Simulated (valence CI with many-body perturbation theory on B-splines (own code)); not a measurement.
As XXI: electric-dipole lines

Calculated by valence CI with perturbative core correlation (CI+MBPT): three valence electrons over a frozen Dirac-Fock core [Ne], radial functions for each j: 11 s, 11 p, 10 d, 8 f, 5 g, 2 h, with the one-electron correlation potential Σ1 (screened to all orders), the two-electron term Σ2, the three-electron term Σ3, Breit, model QED; selected single and double excitations, second order for the rest, scaled by the run's own slope (own B-spline code, finite nucleus).

No measured spectrum was set against this ion. As an estimate, levels of excited configurations hold to 0.05 to 0.15 % of their energy, terms of the ground configuration to about 0.5 %.

Lines 51 to 100 of 583 in falling wavelength, among levels below 407.13 eV, chosen from the strongest by gf and those to the six lowest levels. Wavelengths and rates use the calculated energies, so an error of 400 cm⁻¹ moves a line at 22.74 nm by 0.091 % and its rate by three times that or more. Electric multipoles are in the length gauge with retardation, E1 and E2 with the static RPA response of the core. Weak lines are less certain than strong ones. Lines between different terms over intervals too small for the method are left out, as are lines whose strength nearly cancels. Where a level lies close to another of its J and parity, the split of strength between their lines is uncertain. The highest levels of a list are the least certain.

Names give the largest LS component (configuration and term), which can be under half, so a name can repeat, a term be missing and a line seem to break the LS rules; names also repeat where a configuration has a term twice. Letters in brackets count levels of one name in rising energy.

| λ vac (nm) | Upper | Lower | A (s⁻¹) | S (a.u.) |
| --- | --- | --- | --- | --- |
| 22.74 | 3p2.3d 4D_7/2 | 3s.3p.3d 2F°_5/2 [a] | 4.60e+09 | 2.13e-01 |
| 22.62 | 3p.3d2 2F°_7/2 [c] | 3s.3d2 2F_7/2 | 2.76e+09 | 1.26e-01 |
| 22.52 | 3p2.3d 4D_5/2 | 3s.3p.3d 4D°_5/2 | 3.89e+09 | 1.32e-01 |
| 22.36 | 3p.3d2 2F°_7/2 [c] | 3s.3d2 2F_5/2 | 9.91e+09 | 4.38e-01 |
| 22.34 | 3p3 4S°_3/2 | 3s.3p2 2D_3/2 | 7.28e+08 | 1.60e-02 |
| 22.30 | 3p2.3d 2F_7/2 [b] | 3s.3p.3d 2F°_7/2 [b] | 5.56e+09 | 2.44e-01 |
| 22.15 | 3p.3d2 4F°_7/2 | 3s.3d2 4F_9/2 | 3.26e+09 | 1.40e-01 |
| 22.15 | 3p2.3d 2F_5/2 [b] | 3s.3p.3d 2P°_3/2 [a] | 5.21e+09 | 1.68e-01 |
| 22.14 | 3s.3p.3d 2F°_7/2 [a] | 3s2.3d 2D_5/2 | 3.59e+09 | 1.54e-01 |
| 22.08 | 3p.3d2 4P°_5/2 | 3s.3d2 4P_5/2 | 6.00e+09 | 1.91e-01 |
| 22.07 | 3p.3d2 4F°_3/2 | 3s.3d2 4F_3/2 | 6.82e+09 | 1.45e-01 |
| 22.04 | 3p.3d2 4F°_5/2 | 3s.3d2 4F_7/2 | 4.31e+09 | 1.37e-01 |
| 22.02 | 3p.3d2 2F°_5/2 [c] | 3s.3d2 2G_7/2 | 2.98e+09 | 9.43e-02 |
| 21.94 | 3p.3d2 4P°_5/2 | 3s.3d2 4P_3/2 | 3.36e+09 | 1.05e-01 |
| 21.89 | 3p.3d2 2F°_5/2 [c] | 3s.3d2 2D_3/2 | 7.94e+09 | 2.47e-01 |
| 21.85 | 3d3 2P_3/2 | 3p.3d2 2P°_3/2 [c] | 5.22e+09 | 1.07e-01 |
| 21.82 | 3p2.3d 2G_7/2 | 3s.3p.3d 2D°_5/2 [a] | 8.71e+09 | 3.57e-01 |
| 21.81 | 3p.3d2 4F°_5/2 | 3s.3d2 4F_5/2 | 5.15e+09 | 1.58e-01 |
| 21.74 | 3p2.3d 4F_7/2 | 3s.3p.3d 4P°_5/2 | 7.75e+09 | 3.14e-01 |
| 21.62 | 3p.3d2 4F°_7/2 | 3s.3d2 4F_5/2 | 2.33e+09 | 9.29e-02 |
| 21.49 | 3p.3d2 2G°_9/2 [c] | 3s.3d2 2F_7/2 | 3.24e+10 | 1.59e+00 |
| 21.48 | 3p2.3d 4F_7/2 | 3s.3p.3d 4F°_9/2 | 7.85e+09 | 3.07e-01 |
| 21.45 | 3p.3d2 2F°_7/2 [b] | 3s.3d2 2G_9/2 | 1.01e+10 | 3.92e-01 |
| 21.44 | 3p.3d2 4D°_7/2 [b] | 3s.3d2 4P_5/2 | 7.30e+09 | 2.84e-01 |
| 21.30 | 3p.3d2 4D°_5/2 [b] | 3s.3d2 4P_3/2 | 6.59e+09 | 1.89e-01 |
| 21.29 | 3p.3d2 2F°_7/2 [b] | 3s.3d2 2D_5/2 | 1.16e+10 | 4.42e-01 |
| 21.23 | 3p.3d2 2D°_5/2 [b] | 3s.3d2 2P_3/2 | 2.34e+10 | 6.64e-01 |
| 21.17 | 3p.3d2 4F°_9/2 | 3s.3d2 4F_9/2 | 1.03e+10 | 4.81e-01 |
| 21.16 | 3p.3d2 2G°_9/2 [a] | 3p2.3d 2F_7/2 [b] | 6.35e+09 | 2.97e-01 |
| 21.16 | 3p2.3d 4F_5/2 | 3s.3p.3d 4F°_7/2 | 8.52e+09 | 2.39e-01 |
| 21.15 | 3p.3d2 2F°_5/2 [d] | 3s.3d2 2F_5/2 | 6.14e+09 | 1.72e-01 |
| 21.13 | 3p2.3d 4F_3/2 | 3s.3p.3d 4F°_5/2 | 8.41e+09 | 1.56e-01 |
| 21.03 | 3p2.3d 2D_5/2 [c] | 3s.3p.3d 2P°_3/2 [b] | 4.19e+09 | 1.15e-01 |
| 20.97 | 3p2.3d 2D_5/2 [c] | 3s.3p.3d 2D°_5/2 [b] | 1.16e+10 | 3.17e-01 |
| 20.89 | 3p.3d2 4F°_9/2 | 3s.3d2 4F_7/2 | 3.36e+09 | 1.51e-01 |
| 20.84 | 3p.3d2 2G°_7/2 [b] | 3s.3d2 2F_7/2 | 7.89e+09 | 2.82e-01 |
| 20.81 | 3p.3d2 2D°_3/2 [d] | 3s.3d2 2P_1/2 | 2.56e+10 | 4.55e-01 |
| 20.80 | 3p2.3d 4D_7/2 | 3s.3p.3d 4D°_7/2 | 3.16e+09 | 1.12e-01 |
| 20.72 | 3p.3d2 2D°_3/2 [c] | 3s.3d2 2D_3/2 | 1.11e+10 | 1.95e-01 |
| 20.70 | 3p2.3d 4F_9/2 | 3s.3p.3d 4F°_9/2 | 1.55e+10 | 6.79e-01 |
| 20.69 | 3s.3p2 2D_3/2 | 3s2.3p 2P°_1/2 | 6.68e+09 | 1.17e-01 |
| 20.63 | 3p2.3d 2F_7/2 [a] | 3s.3p.3d 4F°_7/2 | 2.71e+09 | 9.39e-02 |
| 20.63 | 3p.3d2 2G°_7/2 [b] | 3s.3d2 2F_5/2 | 2.61e+10 | 9.04e-01 |
| 20.60 | 3p3 2D°_3/2 | 3s.3p2 4P_5/2 | 7.54e+09 | 1.30e-01 |
| 20.59 | 3p2.3d 2D_3/2 [b] | 3s.3p.3d 2P°_3/2 [b] | 6.59e+09 | 1.14e-01 |
| 20.56 | 3p.3d2 4D°_7/2 [a] | 3s.3d2 4F_7/2 | 6.24e+09 | 2.14e-01 |
| 20.56 | 3p2.3d 4P_5/2 | 3s.3p.3d 4D°_7/2 | 1.08e+10 | 2.77e-01 |
| 20.55 | 3p2.3d 4F_3/2 | 3s.3p.3d 4F°_3/2 | 1.05e+10 | 1.79e-01 |
| 20.48 | 3p.3d2 2P°_1/2 [b] | 3s.3d2 2D_3/2 | 1.28e+10 | 1.09e-01 |
| 20.29 | 3p2.3d 2D_3/2 [b] | 3s.3p.3d 2D°_3/2 [b] | 8.77e+09 | 1.45e-01 |
